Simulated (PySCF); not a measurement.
Ligands exchanged one at a time, Ge Cl-SH. All species are isolated molecules in the gas phase. One relaxed conformer stands for each flexible species; it need not be the lowest. Strings in code marks are SMILES.

The four lowest singlet excitations (Tamm–Dancoff). Method: PBE0-D3(BJ)/def2-TZVP in PySCF 2.14.0. Excitations are Tamm–Dancoff values on a coarser integration grid. The basis has no diffuse functions, so Rydberg states are missing or too high.

| state | energy (eV) | wavelength (nm) | oscillator strength |
|---|---|---|---|
| S1 | 4.97 | 249 | 0.008 |
| S2 | 6.07 | 204 | 0.001 |
| S3 | 6.36 | 195 | 0.033 |
| S4 | 6.39 | 194 | 0.018 |

Task: Which member gives these states?
A. `[Cl][Ge]([Cl])([Cl])[Cl]`
B. `[SH][Ge]([Cl])([Cl])[Cl]`
C. `[SH][Ge]([SH])([SH])[SH]`
D. `[SH][Ge]([SH])([SH])[Cl]`

Result: B, `[SH][Ge]([Cl])([Cl])[Cl]`
